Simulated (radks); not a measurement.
Q: These are the eigenvalues of the occupied orbitals of an atom or ion with whole-number occupations (hartree). Method: scalar-relativistic Kohn-Sham, Slater X-alpha with alpha = 0.845, spin-polarised, spherical densities, finite nucleus; Fermi nuclear charge, rms radius of each element as measured or else 0.836 A^(1/3) + 0.57 fm; computed with a radial shooting solver on a logarithmic mesh with Libxc functionals.

1s up: -24.73583
1s down: -24.68920
2s up: -1.20247
2s down: -1.10758
2p up: -0.51327
2p down: -0.42026

Which element is it, and in what charge state? The configuration may be excited. Open shells, if any, are filled with parallel spins first.

A: Z = 9, fluorine, charge 0: F in [He] 2s2 2p5. The list shows which subshells hold electrons but not how many an open one holds; the 1s level, -24.736 hartree, gives Z - s = 7.0 by -(Z - s)^2/2, which with screening and relativity narrows Z to a few neighbours, and the depths of the outer levels then fix element, charge and occupations together.
